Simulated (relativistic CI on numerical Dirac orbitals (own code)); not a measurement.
d3 in a ligand field

Computed with a parametric ligand-field model of a d^n configuration (Racah B and C, spin-orbit zeta, crystal field), exact diagonalisation.

Field parameters in Wybourne normalisation: D3d B²₀ = −7Dσ, B⁴₀ = −14Dq − 21Dτ, B⁴₃ = −14√(10/7) Dq; D4h B²₀ = −7Ds, B⁴₀ = 21(Dq − Dt), B⁴₄ = 21√(5/14) Dq; Oh B⁴₀ = 21Dq, B⁴₄ = √(5/14) B⁴₀. The field is a parameter set, without covalency.

Task: Ground term and bands for B = 960, C = 4540, ζ = 0 cm⁻¹, Oh, 10Dq = 20100 cm⁻¹?

Result: Ground term 4A2 with 0.00 electrons in the two orbitals of the cubic e set. Spin-allowed: 4T2 20100 cm⁻¹ (498 nm), 4T1 29225 cm⁻¹ (342 nm), 4T1 45475 cm⁻¹ (220 nm). Lowest spin-forbidden: 2E 20590 cm⁻¹ (486 nm), 2T1 21453 cm⁻¹ (466 nm), 2T2 30334 cm⁻¹ (330 nm). With an A2 ground term the first spin-allowed band lies at |10Dq| itself.

Task: Ground term and bands for B = 950, C = 3350, ζ = 0 cm⁻¹, Oh, 10Dq = 5500 cm⁻¹?

Result: Ground term 4A2 with 0.00 electrons in the two orbitals of the cubic e set. Spin-allowed: 4T2 5500 cm⁻¹ (1818 nm), 4T1 9475 cm⁻¹ (1055 nm), 4T1 21275 cm⁻¹ (470 nm). Lowest spin-forbidden: 2E 15957 cm⁻¹ (627 nm), 2T1 16727 cm⁻¹ (598 nm), 2A1 19350 cm⁻¹ (517 nm). With an A2 ground term the first spin-allowed band lies at |10Dq| itself.

Task: Ground term and bands for B = 940, C = 3800, ζ = 0 cm⁻¹, D4h, 10Dq = 7800, Ds = -520, Dt = 730 cm⁻¹?

Result: Ground term 4B1 with 0.00 electrons in the two orbitals of the cubic e set. Spin-allowed: 4E 1361 cm⁻¹, 4A2 4064 cm⁻¹ (2460 nm), 4E 6880 cm⁻¹ (1454 nm), 4B2 7800 cm⁻¹ (1282 nm). Lowest spin-forbidden: 2A1 14439 cm⁻¹ (693 nm), 2E 14902 cm⁻¹ (671 nm), 2B1 16496 cm⁻¹ (606 nm).

Task: Ground term and bands for B = 880, C = 4300, ζ = 0 cm⁻¹, D3d, 10Dq = 39350, Dσ = -820, Dτ = -480 cm⁻¹?

Result: Ground term 4A2 with 0.00 electrons in the two orbitals of the cubic e set. Spin-allowed: 4E 35787 cm⁻¹ (279 nm), 4A1 39370 cm⁻¹ (254 nm), 4E 46910 cm⁻¹ (213 nm), 4A2 49055 cm⁻¹ (204 nm). Lowest spin-forbidden: 2E 17642 cm⁻¹ (567 nm), 2E 20196 cm⁻¹ (495 nm), 2A2 20400 cm⁻¹ (490 nm).

Task: Ground term and bands for B = 450, C = 1790, ζ = 0 cm⁻¹, D4h, 10Dq = 31750, Ds = -1500, Dt = 400 cm⁻¹?

Result: Ground term 4B1 with 0.00 electrons in the two orbitals of the cubic e set. Spin-allowed: 4E 27491 cm⁻¹ (364 nm), 4B2 31750 cm⁻¹ (315 nm), 4E 32173 cm⁻¹ (311 nm), 4A2 40670 cm⁻¹ (246 nm). Lowest spin-forbidden: 2E 4983 cm⁻¹ (2007 nm), 2B1 8919 cm⁻¹ (1121 nm), 2A1 9037 cm⁻¹ (1107 nm).
